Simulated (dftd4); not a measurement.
Cl₅Nb, singlet, geometry from GFN2-xTB (such geometries of metal compounds can be far from the true shape); dftd4 with D4 for b97d.

dftd4 was given this input:
```
$ dftd4 mol.xyz --func b97d --charge 0 --json dftd4.json --noedisp --property

# file mol.xyz
6

Nb     0.00000000     0.00000000     0.00000000
Cl     1.85789039    -0.39583951    -1.21898392
Cl     0.99260993    -0.98374584     1.83231779
Cl    -0.99260993     0.98374584    -1.83231779
Cl    -1.65217834    -1.53614236     0.07029074
Cl    -0.20571205     1.93198187     1.14869318
```

Task: Write the output that dftd4 gives for this input, abridged.

Result: 
```
                    ____  _____ _____     ____  _  _
      -------------|  _ \|  ___|_   _|---|  _ \| || |------------
     |             | | | | |_    | | ___ | | | | || |_           |
     |             | |_| |  _|   | ||___|| |_| |__   _|          |
     |             |____/|_|     |_|     |____/   |_|            |
     |             ===================================           |
     |            E. Caldeweyher, S. Ehlert & S. Grimme          |
     |          Mulliken Center for Theoretical Chemistry        |
     |                    University of Bonn                     |
      -----------------------------------------------------------

Rational (Becke-Johnson) damping: b97d-D4-ATM
---------------------
  s6         1.0000
  s8         1.6946
  s9         1.0000
  a1         0.2890
  a2         4.1341
 alp        16.0000
--------------------

Atomic data, radii in Ångström:
------------------------------------------------------
   Z          R(cov)      r4/r2   hardness         EN
------------------------------------------------------
  41 Nb       1.7600     3.4858     0.2077     1.6000
  17 Cl       1.3200     1.9735     0.4312     3.1600
------------------------------------------------------

Atomic reference systems (in atomic units):
----------------------------------------------------------------------------
   Z        #      CN     q+Z       C6(AA)   #      CN     q+Z       C6(AA)
----------------------------------------------------------------------------
  41 Nb     1  0.0000 13.0000    1522.2119   2  1.7514 13.4283     441.3284
            3  2.6187 13.5605     281.1207   4  4.0290 14.2460     141.0340
  17 Cl     1  0.0000 17.0000      92.6806   2  0.8444 16.8495     101.8771
----------------------------------------------------------------------------

Atomic properties (in atomic units):
----------------------------------------------------------------------------
     #    Z              CN          q      C6(AA)        C8(AA)   alpha(0)
----------------------------------------------------------------------------
     1   41 Nb       3.8332     1.1168    144.2973    18783.2379    18.6066
     2   17 Cl       0.7854    -0.2289    104.2415     4349.3266    15.6059
     3   17 Cl       0.7934    -0.2150    103.8061     4331.1617    15.5734
     4   17 Cl       0.7934    -0.2150    103.8061     4331.1617    15.5734
     5   17 Cl       0.7854    -0.2289    104.2415     4349.3266    15.6059
     6   17 Cl       0.7854    -0.2289    104.2415     4349.3266    15.6059
----------------------------------------------------------------------------

Molecular properties (in atomic units):
----------------------------------------
 molecular C6                3969.5665
 molecular C8              217508.7799
----------------------------------------

Dispersion energy:      -4.9449568039913E-02 Eh

[Info] JSON dump of results written to 'dftd4.json'
```
